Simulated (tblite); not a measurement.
Parent: `[CH2:1]=[C:2]([CH3:3])[SiH2:4][CH2:5][F:6]` with C1–C2–Si4–C5 120°, C2–Si4–C5–F6 67°, C4H9FSi.

The geometries are computed with GFN2-xTB (gas phase). One conformer each, not checked by frequencies here.

```json
{"coordinate of the parent": "C1=C2", "value": "1.328 Å"}
{"coordinate of the parent": "C2–C3", "value": "1.500 Å"}
{"coordinate of the parent": "C2–Si4", "value": "1.890 Å"}
{"coordinate of the parent": "Si4–C5", "value": "1.925 Å"}
{"coordinate of the parent": "C5–F6", "value": "1.383 Å"}
{"coordinate of the parent": "C1–C2–C3", "value": "121.2°"}
{"coordinate of the parent": "C1–C2–Si4", "value": "122.0°"}
{"coordinate of the parent": "C3–C2–Si4", "value": "116.8°"}
{"coordinate of the parent": "C2–Si4–C5", "value": "108.9°"}
{"coordinate of the parent": "Si4–C5–F6", "value": "110.5°"}
```

Task: In one relative the bonds that all share with the parent change as follows (parent's numbers): C1–C2 +0.001, C2–C3 0.000, C2–Si4 -0.003, Si4–C5 +0.007, C5–F6 -0.018 Å. Which is it?
A. `[CH2:1]=[C:2]([CH3:3])[SiH2:4][C@@H:5]([CH3:6])[F:7]` with C1–C2–Si4–C5 11°, C2–Si4–C5–C6 71°
B. `[CH2:1]=[C:2]([CH3:3])[SiH2:4][C@@H:5]([F:6])[CH2:7][Cl:8]` with C1–C2–Si4–C5 5°, C2–Si4–C5–F6 49°, Si4–C5–C7–Cl8 55°
C. `[CH:1]#[C:2][C@H:3]([F:4])[SiH2:5][C:6](=[CH2:7])[CH3:8]` with C2–C3–Si5–C6 -66°, C3–Si5–C6–C7 -108°
D. `[CH2:1]=[C:2]([CH3:3])[SiH2:4][C@H:5]([F:6])[Cl:7]` with C1–C2–Si4–C5 9°, C2–Si4–C5–F6 -64°

Result: D. The changes in all of them (Å):

```csv
SMILES,C1–C2,C2–C3,C2–Si4,Si4–C5,C5–F6
C=C(C)[SiH2][C@H](F)Cl,+0.001,0.000,-0.003,+0.007,-0.018
C=C(C)[SiH2][C@@H](C)F,-0.001,-0.001,0.000,-0.002,+0.013
C#C[C@H](F)[SiH2]C(=C)C,-0.001,0.000,0.000,+0.016,+0.013
C=C(C)[SiH2][C@@H](F)CCl,0.000,0.000,-0.005,+0.004,+0.008
```

Atoms are paired thus: C=C(C)[SiH2][C@H](F)Cl: C1 = C1, C2 = C2, C3 = C3, Si4 = Si4, C5 = C5, F6 = F6; C=C(C)[SiH2][C@@H](C)F: C1 = C1, C2 = C2, C3 = C3, Si4 = Si4, C5 = C5, F6 = F7; C#C[C@H](F)[SiH2]C(=C)C: C1 = C7, C2 = C6, C3 = C8, Si4 = Si5, C5 = C3, F6 = F4; C=C(C)[SiH2][C@@H](F)CCl: C1 = C1, C2 = C2, C3 = C3, Si4 = Si4, C5 = C5, F6 = F6.
